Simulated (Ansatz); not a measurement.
```yaml
crystal:
  periodic: [false, false, false]
  atoms:
    - {symbol: O, position_ang: [-1.610046, 1.473712, -0.294662]}
    - {symbol: Ge, position_ang: [0.056518, 0.644384, 0.313990]}
    - {symbol: Si, position_ang: [-0.387436, -0.806657, 1.878058]}
    - {symbol: Si, position_ang: [0.946543, -0.368671, -1.701527]}
    - {symbol: H, position_ang: [-1.631537, 1.991751, -0.843833]}
    - {symbol: H, position_ang: [0.864402, 1.876745, 0.543070]}
    - {symbol: H, position_ang: [0.779300, -1.433156, 2.256639]}
    - {symbol: H, position_ang: [-1.281133, -1.756601, 1.482807]}
    - {symbol: H, position_ang: [-0.896087, 0.090017, 3.339375]}
    - {symbol: H, position_ang: [0.780207, 0.797299, -3.061213]}
    - {symbol: H, position_ang: [0.209237, -1.574733, -2.335676]}
    - {symbol: H, position_ang: [2.251972, -0.685305, -1.442288]}
basis:
  gaussian: {orbitals: 6-31G}
hamiltonian: {xc: {name: wB97X-V}, pseudopotentials: {relativity: scalar}}
relax: {f_tol: 0.0001, max_steps: 3}
```

```sh
$ ansatz run in.yaml --threads 4 --pin off --events-out ev --progress --plain --max-ram 10444MiB
```

Output, abridged:

```
Functional definition: wB97X-V
951 factors; integrals over basis functions are off by at most 1.7e-4 eV
386 factors; integrals over basis functions are off by at most 4.5e-7 eV
mean field evaluation 1: about -74923.7016 eV, gradient 5.0e1 eV
mean field evaluation 2: about -74921.3029 eV, gradient 6.4e1 eV
mean field evaluation 4: about -74928.6572 eV, gradient 4.1e-1 eV
mean field evaluation 8: about -74928.6803 eV, gradient 5.3e-2 eV
mean field evaluation 16: about -74928.6803 eV, gradient 4.3e-5 eV
mean field -74928.68030998 eV, -2753.5782129081 hartree, gradient 4.3e-5 eV, S^2 0.000000; 0 other end points of the search recorded, 0 dependent functions left out
reference -74928.68030762 eV, -2753.5782128215 hartree; 38, 38 occupied and 42, 42 virtual orbitals, 951 factors
relax step   1: F+E_penalty+E_count = -74928.68030998 eV  Δ(F+E_penalty+E_count) = +0.000e0 eV  max|allowed force component| = 1.903e1 eV/Å  Δτ_max = 0.0000 Å  (28 SCF iters, accepted)
951 factors; integrals over basis functions are off by at most 1.7e-4 eV
386 factors; integrals over basis functions are off by at most 4.7e-7 eV
mean field -74932.83300005 eV, -2753.7308214535 hartree, gradient 1.3e-5 eV, S^2 0.000000; 0 other end points of the search recorded, 0 dependent functions left out
reference -74932.83299769 eV, -2753.7308213666 hartree; 38, 38 occupied and 42, 42 virtual orbitals, 951 factors
relax step   2: F+E_penalty+E_count = -74932.83300005 eV  Δ(F+E_penalty+E_count) = -4.153e0 eV  max|allowed force component| = 1.134e0 eV/Å  Δτ_max = 0.1947 Å  (36 SCF iters, accepted)
951 factors; integrals over basis functions are off by at most 1.8e-4 eV
386 factors; integrals over basis functions are off by at most 4.5e-7 eV
mean field -74932.96764419 eV, -2753.7357695341 hartree, gradient 1.5e-5 eV, S^2 0.000000; 0 other end points of the search recorded, 0 dependent functions left out
reference -74932.96764183 eV, -2753.7357694475 hartree; 38, 38 occupied and 42, 42 virtual orbitals, 951 factors
relax step   3: F+E_penalty+E_count = -74932.96764419 eV  Δ(F+E_penalty+E_count) = -1.346e-1 eV  max|allowed force component| = 5.768e-1 eV/Å  Δτ_max = 0.1888 Å  (31 SCF iters, accepted)
Error: geometry relaxation did not converge after 3 steps: max|allowed force component| = 5.77e-1 eV/Å (threshold 1.0e-4). Raise `relax.max_steps` over both its present limit and 3, loosen `relax.f_tol`, or start from a geometry closer to equilibrium. Where this run's directory can be resumed (`checkpoint.write`), a resume goes on for up to `relax.max_steps` more
```

**Question.** What is wrong with this run?

**Answer.** The relaxation is allowed too few steps for its threshold. The calculation stopped without meeting its thresholds.
